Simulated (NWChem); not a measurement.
**Br₂Ge**

```xyz
3

Ge     0.0000     0.0000    -1.0199
Br    -1.8473     0.0000     0.4663
Br     1.8473     0.0000     0.4663
```
Charge 0, spin multiplicity 1.

Program: NWChem. The geometry was optimised at B3LYP/def2-SVP, a minimum by its harmonic frequencies.

Symmetry labels belong to the abelian group C2v used in the runs, with the axes of the coordinates shown.

The Hamiltonian is non-relativistic. The structure started from a generated list of species.

List the lowest 4 singlet excitations that TDA-CAM-B3LYP/def2-SVP gives, with oscillator strengths.


| state | symmetry | energy (eV) | wavelength (nm) | f |
|---|---|---|---|---|
| 1 | b2 | 3.45 | 360 | 0.018 |
| 2 | a2 | 3.81 | 325 | 0.000 |
| 3 | b1 | 4.59 | 270 | 0.043 |
| 4 | b2 | 4.98 | 249 | 0.008 |
